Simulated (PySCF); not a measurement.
# Stretching GaGe⁺

Set-up: basis Ga pcseg-1, Ge pcseg-1; no relativity; PySCF 2.14. Energies in eV from Ga⁺ + Ge in their ground configurations at the same level. State: ³Π (triplet), unpaired electrons σ ↑, π ↑.

All columns are PBE0. A positive dipole points towards Ge; it is taken about the centre of mass and depends on that origin.

```
R (Å)  E (eV)  μ (D)  Mulliken charge on Ga (basis-dependent)  HOMO (eV)  LUMO (eV)  Mayer bond order  ⟨S²⟩
2.497  -0.791  -0.77                                     0.63     -11.52      -9.63              0.98  2.01
2.614  -0.929  -0.96                                     0.64     -11.38      -9.42              0.89  2.01
2.730  -1.000  -1.18                                     0.65     -11.19      -9.22              0.81  2.01
2.817  -1.023  -1.37                                     0.65     -11.06      -9.08              0.76  2.01
2.904  -1.028  -1.57                                     0.66     -10.93      -8.95              0.71  2.01
2.991  -1.020  -1.78                                     0.66     -10.82      -8.83              0.67  2.01
3.107  -0.996  -2.08                                     0.67     -10.67      -8.67              0.62  2.01
3.252  -0.951  -2.46                                     0.68     -10.50      -8.49              0.57  2.01
3.427  -0.887  -2.93                                     0.69     -10.31      -8.29              0.52  2.00
```

A fit through these points gives, at Re = 2.891 Å, μ = -1.54 D and dμ/dR = -2.36 D/Å; the reduced mass is 35.67 u.

Question: How strong is the fundamental in the double-harmonic approximation, I = 42.26·(dμ/dR)²/μred km/mol?

Answer: I = 42.26·(-2.36)²/35.67 = 6.60 km/mol at PBE0.

Spin–orbit coupling is left out. For an ion De counts to the pair picked by the measured ionisation energies or electron affinities, which need not be the lowest pair at this level. The state is the lowest determinant that a PBE0 search found; another state may lie lower at other levels.
